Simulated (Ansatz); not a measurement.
Reaction R1 → 2 P1, each structure at its B3LYP-D3(BJ)/def2-TZVP stationary point, reached from a drawn start (curvature not checked).
R1, Br2 (SMILES BrBr) (charge 0, multiplicity 1, Z-matrix in Å and degrees):
```
Br
Br 1 2.3157
```
P1: Br atom, charge 0, multiplicity 2.

P less R. No zero-point or thermal terms; singlets are restricted closed shells; open shells are unrestricted; no spin–orbit coupling.

Frozen-core correlation throughout. In cc and def2 sets filled d and f shells under p-block atoms count as core.

Programs: Ansatz (a quantum-chemistry and plane-wave program). Each number belongs to the level named beside it.

**Question.** What is the computed reaction energy (SCS-MP2/cc-pVQZ)?

**Answer.** 49.9 kcal/mol

**Question.** What is the computed reaction energy (CCSD(T)/cc-pVQZ)?

**Answer.** 49.7 kcal/mol

**Question.** Predict the reaction energy from CCSD(T)/cc-pVTZ.

**Answer.** 46.4 kcal/mol
